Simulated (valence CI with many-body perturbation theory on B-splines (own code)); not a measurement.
Results of a calculation; reference values are marked as such.
**Sensitivity of CI+MBPT for Tm⁵⁴⁺**

Method: relativistic CI+MBPT: five valence electrons over a frozen Dirac-Fock core [Ne], a basis of 6 s, 6 p, 5 d, 3 f, 1 g functions for each j, with the one-electron correlation potential Σ1 (screened to all orders), the two-electron term Σ2, the three-electron term Σ3, Breit, model QED; selected single and double excitations, second order for the rest (own B-spline code, finite nucleus).

The last digits are not significant, and no measured levels were compared; by estimate large intervals hold to a few tenths of a per cent, small ones and those within an open d or f shell to about a per cent. Among the levels kept, up to 680 cm⁻¹ of a level comes from second order outside the variational space, and about a tenth of that is noise between levels of different J, which matters for small intervals.

The reference run has the lowest level (3s^2 3p1/2^2 3p3/2) J=3/2 and an ionisation energy of 5159.31 eV. Its largest variational space holds 10000 state functions.

Levels are named by their leading jj configuration (3d3/2^4 stands for four electrons in 3d with j = 3/2), which in mixed levels can hold well under half, so a name can repeat and another be missing. Letters in brackets count levels of one name in rising energy.

Changed runs:
A. lowest core n in screening and Σ2 1 → 2; highest l in the core sums 6 → 5
B. box radius (bohr) 1.5325 → 2.03
C. size limit of the variational space 10000 → 3000; second order for the rest on → off
D. cutoff of virtual states (hartree) 9522 → 193.39 (bad on purpose)

Excitation energies of the reference run in cm⁻¹, and shifts in cm⁻¹:

```
                             Level  Reference        A       B      C      D
        (3s^2 3p1/2^2 3d3/2) J=3/2    1692290     -110    -0.4  +1038   -572
        (3s^2 3p1/2 3p3/2^2) J=3/2    1948970      +14    -0.3   +372   -695
        (3s^2 3p1/2 3p3/2^2) J=5/2    2037430     +7.2    -0.3   +250   -690
        (3s^2 3p1/2 3p3/2^2) J=1/2    2150260      -14    -0.3   -524   -673
        (3s^2 3p1/2^2 3d5/2) J=5/2    2255750      -96    -0.5  +1467   -994
        (3s 3p1/2^2 3p3/2^2) J=5/2    3209200      +39    -0.3  +2148   +671
        (3s 3p1/2^2 3p3/2^2) J=3/2    3432540      +38    -0.4  +1933   +315
        (3s 3p1/2^2 3p3/2^2) J=1/2    3440900      +26    -0.4   +199   +616
(3s^2 3p1/2 3p3/2 3d3/2) J=5/2 [a]    3624660      -94    -0.7  +2661  -1260
(3s^2 3p1/2 3p3/2 3d3/2) J=1/2 [a]    3647440      -94    -0.7   +178  -1201
(3s^2 3p1/2 3p3/2 3d3/2) J=3/2 [a]    3647480      -83    -0.7  +1865  -1080
    (3s^2 3p1/2 3p3/2 3d3/2) J=7/2    3715770      -97    -0.7  +2018  -1234
            Ionisation energy (eV)    5159.31  +0.0046  -9e-05  -0.12  -0.51
```
